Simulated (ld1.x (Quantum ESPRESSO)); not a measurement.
**Which change was made? (Rh, TM)**

rhodium, norm-conserving Troullier–Martins (Kleinman–Bylander form), made with ld1.x (Quantum ESPRESSO) 7.5 (PBE, fully relativistic). Core [Ar] 3d10 4s2, reference 4p6 4d9 5s0 5p0. Waves: 5s (bound, empty): rc 2.80 bohr; 4p (bound): rc 1.45 bohr; 4d (bound): rc 1.55 bohr. Local part: all-electron potential smoothed inside 2.50 bohr (lloc = -1). Core correction: Bessel-smoothed model core, default radius (core density twice the valence density).

Open shells are filled in proportion to 2j + 1 (rel_dist='average').

Cutoffs, loose and tight: the cutoffs (Ry, on a coarse ladder) from which the occupation-weighted sum of valence levels, in a spherical-Bessel basis at the reference potential, stays within 10 and 1 mRy of its value at 400 Ry. They do not see the model core or the augmentation charge, which bear on the density cutoff. Test errors are all-electron minus pseudo excitation energies from the reference, over the configurations 4p6 4d8 5s1 5p0; 4p6 4d8 5s0 5p0; 4p6 4d7 5s0 5p0; 4p6 4d8 5s0 5p1; 4p6 4d8.5 5s0.5 5p0; 4p6 4d5 5s0 5p0; 4p6 4d7 5s1 5p0; variants that change the core or the reference have their own tests.

The base gives: outcome: generated; cutoff, loose: 70 Ry; cutoff, tight: 110 Ry; bound ghosts: none; largest test error (meV): -573.

Q: After one change the result is: outcome: generated; cutoff, loose: 60 Ry; cutoff, tight: 100 Ry; bound ghosts: none; largest test error (meV): -525. Which change was it?
A. local potential all-electron potential smoothed inside 3.36 bohr (lloc = -1)
B. wave 4d (bound): rc 1.55 bohr becomes 4d (bound): rc 1.96 bohr
C. core [Ar] 3d10, valence charge 17; reference 4s2 4p6 4d7 5s0 5p0; waves now 4p (bound): rc 1.70 bohr; 4d (bound): rc 1.15 bohr; 4s (bound): rc 1.45 bohr; local potential the s channel; core correction Bessel-smoothed model core inside 0.65 bohr

A: B. The others give: local potential all-electron potential smoothed inside 3.36 bohr (lloc = -1) → outcome: generated; cutoff, loose: 70 Ry; cutoff, tight: 110 Ry; bound ghosts: none; largest test error (meV): -1236 | core [Ar] 3d10, valence charge 17; reference 4s2 4p6 4d7 5s0 5p0; waves now 4p (bound): rc 1.70 bohr; 4d (bound): rc 1.15 bohr; 4s (bound): rc 1.45 bohr; local potential the s channel; core correction Bessel-smoothed model core inside 0.65 bohr → outcome: generated; cutoff, loose: 80 Ry; cutoff, tight: 110 Ry; bound ghosts: none; largest test error (meV): +1801.
